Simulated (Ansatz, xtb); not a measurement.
# CH3Br: which of two structures lies lower

Structure a is a singlet given by its coordinates and structure b is a singlet given by its coordinates. Both are isolated molecules in the gas phase, relaxed with PBE0-D3(BJ)/def2-SVP.

a (Å):

```
atom    x (Å)    y (Å)    z (Å)
   C   0.3764   0.3527  -0.3563
  Br  -1.4144   0.2244   0.4416
   H   0.2138   1.2149  -1.0278
   H   0.9462   0.6833   0.5305
   H  -1.7702  -1.1579   0.1373
```

Close contacts (Å): C1–Br2 1.96, C1–H3 1.10, C1–H4 1.10, Br2–H5 1.46.

b (Å):

```xyz
5

C     0.2023    1.4264    0.0788
Br    0.2754   -0.3577   -0.3740
H     1.1557    1.7470    0.5144
H    -0.1398    2.0216   -0.7757
H     1.2480   -0.8787   -1.4606
```

Close contacts (Å): C1–Br2 1.84, C1–H3 1.10, C1–H4 1.10, Br2–H5 1.55.

Energies in hartree; the thermal terms are from PBE0-D3(BJ)/def2-SVP harmonic frequencies (ideal gas, rigid rotor, one conformer each, 298.15 K, 1 atm) and include the zero-point energy:

```
                                 a            b
E, CCSD(T)/def2-TZVPP  −2612.387173  −2612.393074
    zero-point energy      0.030389      0.030494
         H(298 K) − E      0.035142      0.034839
         G(298 K) − E      0.004922      0.005520
```

Problem. Work out ΔE, ΔE₀, ΔH and ΔG for a → b in kcal/mol (1 Eh = 627.51 kcal/mol) and the equilibrium ratio [b]/[a].

Solution. 1. ΔE = −2612.393074 − (−2612.387173) = −0.005901 Eh = −3.70 kcal/mol.
2. ΔE₀ = ΔE + ΔZPE = −0.005901 + (+0.000105) Eh = −3.64 kcal/mol.
3. ΔH = ΔE + (−0.000303) Eh = −3.89 kcal/mol.
4. ΔG = ΔE + (+0.000598) Eh = −3.33 kcal/mol, so ΔS = (ΔH − ΔG)/T = −7.9 J/(mol K).
5. kT = 0.9442 mEh, so K = [b]/[a] = exp(−ΔG/kT) = exp(+5.62) ≈ 270.

Structure b is favoured at this temperature. An error of 1 kcal/mol in ΔG would change K by a factor of 5.4. HF/def2-TZVPP gave ΔE the other sign. Mirror images and further conformers aren't counted.

Other levels gave ΔE = −6.6 (PBE0-D3(BJ)/def2-SVP); +2.5 (HF/def2-TZVPP); −3.7 (MP2/def2-TZVPP) kcal/mol. The correlated steps freeze 10 core orbitals; the filled d shell of Br is correlated, in a basis made for valence electrons. Programs: Ansatz 0.2.0.
